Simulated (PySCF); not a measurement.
Molecule: `InChI=1S/C5H6S2/c1-6-5-2-3-7-4-5/h2-4H,1H3`.

Bonds (- single, = double, # triple, : aromatic): C1-S2, S2-C3, C3:C4, C4:C5, C5:S6, S6:C7, C7:C3. C1 carries H8, H9, H10; C4 carries H11; C5 carries H12; C7 carries H13.

Frames of a GFN2-xTB Langevin trajectory at 400 K; GIAO PBE0/pcSseg-1 shieldings in PySCF 2.14, gas phase, non-relativistic; equivalent atoms averaged within each frame.

Chemical shifts δ = σref − σ; 13C (186.93 ppm), 1H (31.72 ppm) vs TMS; 33S (503.73 ppm) against CS2, all at this level. The references are static minima.

Problem. How do the shifts (ppm) fluctuate along the trajectory?

Solution. 
| time (fs) | C3 | C7 | C5 | C4 | C1 | S6 | S2 | H12 | H13 | H11 |
| --- | --- | --- | --- | --- | --- | --- | --- | --- | --- | --- |
| optimised geometry | 142.8 | 117.5 | 135.1 | 129.8 | 19.7 | 229 | 12 | 7.23 | 6.10 | 6.96 |
| 250 | 146.0 | 145.3 | 132.1 | 130.9 | 37.7 | 246 | 11 | 7.65 | 7.33 | 7.32 |
| 425 | 149.4 | 133.2 | 152.6 | 140.6 | 18.9 | 290 | -15 | 8.09 | 7.49 | 7.41 |
| 625 | 150.9 | 126.4 | 130.9 | 126.9 | 28.5 | 222 | -1 | 7.04 | 7.13 | 7.33 |
| 800 | 138.0 | 149.2 | 137.0 | 129.7 | 33.9 | 293 | -61 | 7.20 | 8.38 | 6.51 |
| 1000 | 140.3 | 132.7 | 133.3 | 139.2 | 30.8 | 218 | -8 | 7.82 | 7.27 | 6.86 |
| mean of frames | 144.9 | 137.4 | 137.2 | 133.5 | 29.9 | 254 | -15 | 7.56 | 7.52 | 7.09 |
| standard deviation | 5.6 | 9.5 | 8.9 | 6.1 | 7.1 | 36 | 27 | 0.43 | 0.50 | 0.39 |

5 frames give an uncertainty of the mean of about the standard deviation over 2.2 at best, since frames this close in time may not be independent; classical motion lacks zero-point vibration, and the reference would need the same averaging.
